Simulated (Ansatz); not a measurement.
Total energies of BClGaH₂N, SMILES `Cl[B]1[NH][GaH]1`.

```xyz
6

Cl   -2.345    0.048    1.222
B    -0.754    0.047    0.510
N    -0.207   -0.217   -0.719
Ga    1.226    0.279    0.499
H    -0.639   -0.501   -1.591
H     2.720    0.344    0.079
```

The species carries charge 0 and has multiplicity 1. Correlated methods include outer-core shells of Ga, which these sets cover unevenly. Scalar relativity is left out up to krypton. All single points use the PBE0-D4/def2-TZVP geometry. Basis def2-TZVPP, Ansatz 0.2.0.

RPA on PBE orbitals: Hartree–Fock energy of these orbitals -2463.05884 Eh, correlation -1.13608 Eh (frozen core).

| functional | energy without D4 (Eh) | D4 term (kJ/mol) |
| --- | --- | --- |
| r2SCAN0 | -2465.81672 | -3.8 |
| BHLYP | -2465.86919 | -19.8 |

Give the same for LDA (SPW92), PBE, revPBE, BLYP, r2SCAN, B97M-V, PBE0, B3LYP, r2SCANh, HSE06 (plane-wave form), CAM-B3LYP, LC-ωPBE, ωB97X-V, ωB97M-V, B2PLYP, PBE-QIDH. (An estimate is asked.)

The calculation gave: 
```
             functional  energy without D4 (Eh)  D4 term (kJ/mol)
            LDA (SPW92)             -2460.71071                 –
                    PBE             -2465.36343             -14.1
                 revPBE             -2465.69945             -38.3
                   BLYP             -2465.98763             -30.8
                 r2SCAN             -2465.85906              -3.1
                 B97M-V             -2465.46134                 –
                   PBE0             -2465.44158             -11.9
                  B3LYP             -2466.01342             -23.2
                r2SCANh             -2465.84154              -3.4
HSE06 (plane-wave form)             -2465.42911             -11.2
              CAM-B3LYP             -2466.03253             -12.3
                LC-ωPBE             -2465.50201                 –
                ωB97X-V             -2465.67097                 –
                ωB97M-V             -2465.78868                 –
                 B2PLYP             -2465.38334                 –
               PBE-QIDH             -2465.00547                 –
```

B3LYP takes the VWN-RPA correlation (the form of Gaussian; ORCA's B3LYP/G). HSE06 is the plane-wave form, built on full-range PBE exchange. The double hybrids freeze the cores in their second-order part.

LC-ωPBE has ω = 0.4 bohr⁻¹.
